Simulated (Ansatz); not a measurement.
Reaction (substitution at a C–Te bond): `C=[C]([GeH3])[TeH]` + H₂Se → `C=[C]([GeH3])[SeH]` + H₂Te

Isolated molecules relaxed with PBE0-D4/def2-TZVP in Ansatz; ΔE leaves out vibrations. CCSD(T)/CBS adds triple-zeta CCSD(T) − MP2 to the extrapolated MP2 energy (def2 sets, frozen cores). Functionals use def2-TZVPP. B3LYP here is the variant with VWN-RPA as its local correlation; programs differ in this. def2 core potentials past Kr. For Ge, Se, Te outer-core shells are correlated without core-valence functions, which leaves a few kJ/mol of doubt a bond. Scalar relativity is left out up to krypton. Each species was taken in one conformer, which may not be the lowest.

**Question.** Is it downhill or uphill in electronic energy at CCSD(T)/CBS, and by how much? (Best estimate.)

**Answer.** Computed: Uphill: ΔE = +11.5 kJ/mol.

**Question.** What do these levels give: r2SCAN-D4, B3LYP-D4, ωB97X-V, ωB97M-V, B2PLYP, PBE, r2SCAN, PBE0, MP2/def2-TZVPP, CCSD(T)/def2-TZVPP, MP2/def2-QZVPP, HF/CBS(def2)? (An estimate is asked.)

**Answer.** Ansatz gave: r2SCAN-D4 4.9, B3LYP-D4 6.4, ωB97X-V 4.5, ωB97M-V 5.3, B2PLYP 6.1, PBE 3.8, r2SCAN 4.6, PBE0 3.6, MP2/def2-TZVPP 9.8, CCSD(T)/def2-TZVPP 6.9, MP2/def2-QZVPP 12.8, HF/CBS(def2) 3.7 kJ/mol.

Largest T1 diagnostic among the species: 0.012.

In def2-TZVPP, CCSD(T) changes the Hartree–Fock value by +4.2 kJ/mol (the triples alone add +1.2 kJ/mol) and MP2 by +7.1 kJ/mol.
